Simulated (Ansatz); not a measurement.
Reaction (ligand exchange at the In–N bond): `CC(C)[NH][In]([Cl])[Cl]` + `N=C=O` → `O=C=[N][In]([Cl])[Cl]` + `CC(C)N`

Gas-phase electronic energies from Ansatz, PBE0-D4/def2-TZVP geometries. CCSD(T)/CBS is the MP2 limit (def2-TZVPP, def2-QZVPP) plus CCSD(T) − MP2 in def2-TZVPP, frozen cores. This one scheme is used for every species. def2 core potentials past Kr. For In outer-core shells are correlated without core-valence functions, which leaves a few kJ/mol of doubt a bond. Each species was taken in one conformer, which may not be the lowest.

| species | CCSD(T)/CBS(def2) energy (Eh) |
| --- | --- |
| `CC(C)[NH][In]([Cl])[Cl]` | -1283.16802 |
| `N=C=O` | -168.51995 |
| `O=C=[N][In]([Cl])[Cl]` | -1277.41850 |
| `CC(C)N` | -174.28253 |

Q: Work out ΔE.

A: ΔE = (-1277.41850) + (-174.28253) − (-1283.16802) − (-168.51995) = -0.01306 Eh = -34.3 kJ/mol.

Q: What do rigid-rotor, harmonic-oscillator terms from PBE0-D4/def2-TZVP frequencies (298.15 K, 1 bar) make of the CCSD(T)/CBS value? (Estimate.)

A: Ansatz gave: ΔZPE = +6.6 kJ/mol, ΔH = -29.0 kJ/mol, ΔS = 10 J/(mol·K), ΔG = -31.9 kJ/mol. Modes under 50 cm⁻¹ make the entropy rough.

Largest T1 diagnostic among the species: 0.018.

From PBE to PBE0 (25 % exact exchange), in def2-TZVPP and without D4, ΔE moves by −9.1 kJ/mol. At CCSD(T), def2-SVP lies −3.7 kJ/mol from the extrapolated value and def2-TZVPP −2.4 kJ/mol. Leaving LDA and LC-ωPBE aside and taking each functional with its dispersion term where it has one, the values, not all of them listed here, spread over 18.1 kJ/mol, from BHLYP-D4 to BLYP-D4. LDA lies +14.1 kJ/mol from PBE without D4.
